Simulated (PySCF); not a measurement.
PySCF input for Si(F)(Cl)(Br)(NH2) (BrClFH2NSi), SMILES N[Si](F)(Cl)Br, ωB97X-D3(BJ)/def2-SVP. 

```python
import numpy as np
from pyscf import gto, scf, dft
import os
os.environ['JAX_PLATFORMS'] = 'cpu'
from ase import Atoms, units
from ase.calculators.calculator import Calculator, all_changes
from sella import Sella

mol = gto.M(
    atom='''
    N     2.04776077   -0.19191420    0.61400367
    Si    0.38895469    0.17171565    0.53093894
    F    -0.24904235   -0.40740873    1.87657145
    Cl    0.08848769    2.13346089    0.37706206
    Br   -0.68964914   -0.93852587   -1.02764968
    H     2.36840012   -1.10676223    0.88275515
    H     2.72671895    0.29239151    0.05461481
    ''',
    basis='def2-SVP',
    charge=0,
    spin=0,
    max_memory=1600,
    verbose=3,
)
mf = dft.RKS(mol, xc='wb97x-d3bj').density_fit(auxbasis='def2-universal-jkfit')
mf.grids.level = 3
mf.conv_tol = 1e-9
mf.max_cycle = 100
mf.kernel()
grad = mf.nuc_grad_method()
grad.grid_response = mol.nao <= 150
scan = grad.as_scanner()
scan.verbose = scan.base.verbose = 0
class SCF(Calculator):
    implemented_properties = ['energy', 'forces']
    def calculate(self, atoms=None, properties=None, system_changes=all_changes):
        super().calculate(atoms, properties, system_changes)
        e, g = scan(mol.set_geom_(self.atoms.positions, unit='Angstrom', inplace=False))
        assert scan.converged
        self.results = {'energy': float(e) * units.Hartree, 'forces': -np.asarray(g) * units.Hartree / units.Bohr}
atoms = Atoms(mol.elements, mol.atom_coords(unit='Angstrom'), calculator=SCF())
conv = Sella(atoms, order=0, internal=True, allow_fragments=True).run(fmax=0.002, steps=150)
mol_eq = mol.set_geom_(atoms.positions, unit='Angstrom', inplace=False)
print(mol_eq.tostring(format='xyz'))
mf.reset(mol_eq)
mf.verbose = 3
mf.kernel()
```

Log of the run:

```
converged SCF energy = -3479.14237343896
     Step          Energy         fmax         cmax       rtrust          rho
Sella   0   -94672.286157       1.4475       0.0000       0.1000       1.0000
Sella   1   -94672.327225       1.4475       0.0000       0.1000       1.3535
Sella   2   -94672.346427       0.9904       0.0000       0.1000       1.1824
Sella   3   -94672.349656       0.3621       0.0000       0.1000       1.3547
Sella   4   -94672.351126       0.1048       0.0000       0.1000       1.4051
Sella   5   -94672.352672       0.1136       0.0000       0.1000       1.6074
Sella   6   -94672.355121       0.1848       0.0000       0.1000       1.2733
Sella   7   -94672.357573       0.1133       0.0000       0.1000       1.0797
Sella   8   -94672.359363       0.0739       0.0000       0.1000       1.1621
Sella   9   -94672.361981       0.0964       0.0000       0.1000       1.1184
Sella  10   -94672.364636       0.1095       0.0000       0.1000       1.1422
Sella  11   -94672.367356       0.0458       0.0000       0.1000       1.0728
Sella  12   -94672.369799       0.0803       0.0000       0.1150       1.0290
Sella  13   -94672.371985       0.0642       0.0000       0.1150       0.8772
Sella  14   -94672.373460       0.0522       0.0000       0.1150       0.6065
Sella  15   -94672.374279       0.0509       0.0000       0.1150       0.8624
Sella  16   -94672.374440       0.0616       0.0000       0.1150       1.4732
Sella  17   -94672.374567       0.0386       0.0000       0.1150       1.0876
Sella  18   -94672.374582       0.0222       0.0000       0.1150       1.3723
Sella  19   -94672.374588       0.0116       0.0000       0.1150       1.1444
Sella  20   -94672.374589       0.0043       0.0000       0.1150       1.3276
Sella  21   -94672.374589       0.0023       0.0000       0.1150       1.3081
7
XYZ from PySCF
N           2.03678436       -0.23892046        0.45917367
Si          0.38966112        0.12332552        0.54154817
F          -0.28990900       -0.16029932        1.98077857
Cl          0.11401687        2.11287149        0.18891822
Br         -0.70280323       -1.11969256       -0.89315506
H           2.38088527       -1.17043040        0.25901996
H           2.75299534        0.40610274        0.77201286
converged SCF energy = -3479.14562324587
```

Self-consistency was reached.
